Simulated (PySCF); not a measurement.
CH₅FO₂Si₂, SMILES O=CO[Si@@H](F)[SiH3].

The structure is a stationary point at B3LYP-D3(BJ)/def2-SVP. The structure was generated by enumeration; whether it is a known compound was not checked. The values are those of a single conformer.

Vertical ionisation energy (IE) and electron affinity (EA) in eV. Rows of orbital energies are one-electron estimates. Where ΔSCF, EOM or ADC give a negative EA the extra electron is unbound and the value depends on the basis.

```json
[
 {"level": "−ε(HOMO), −ε(LUMO), B3LYP/def2-TZVP (PySCF)", "IE": "8.29", "EA": "1.16"},
 {"level": "−ε(HOMO), −ε(LUMO), PBE/def2-TZVP (PySCF)", "IE": "7.05", "EA": "1.98"}
]
```
